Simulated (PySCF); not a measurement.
F$_{6}$Ru, triplet (typed; the unrestricted solution is spin-contaminated), geometry from GFN2-xTB (such geometries of metal compounds can be far from the true shape) (all electrons, no relativity), with bond 2-1 at 1.6 times its length.

Input for PySCF:
```python
from pyscf import gto, scf, dft

mol = gto.M(
    atom='''
Ru    0.00000000   -0.00000000    0.00000000
F     1.77991794   -0.71824578   -2.23801066
F    -1.11244871    0.44890361    1.39875666
F    -1.15977093    0.80852538   -1.18186077
F    -0.90164630   -1.59384724   -0.20557649
F     0.90164630    1.59384724    0.20557649
F     1.15977093   -0.80852538    1.18186077
''',
    basis='3-21g',
    spin=2,
    verbose=4,
)

mf = dft.UKS(mol)
mf.xc = 'm062x'
mf.kernel()
mf.analyze()
```

Question: What dipole moment does M062X/3-21G run with PySCF give?

Answer: 2.73 D

Question: Estimate the number of basis functions that M062X/3-21G returns for this input.

Answer: 90

Question: What nuclear repulsion energy does M062X/3-21G give?

Answer: 852.7843 Eh

Question: Predict the HOMO energy from M062X/3-21G.

Answer: -12.59 eV

Question: Give the <S^2> at the level M062X/3-21G.

Answer: 3.040

Question: Estimate the total energy that M062X/3-21G returns for this input.

Answer: -5018.5171 Eh

These values belong to the state on which the SCF converged, which isn't shown to be the lowest.

Question: Roughly what does it cost on one core?

Answer: about 70 core-seconds (a rough figure).
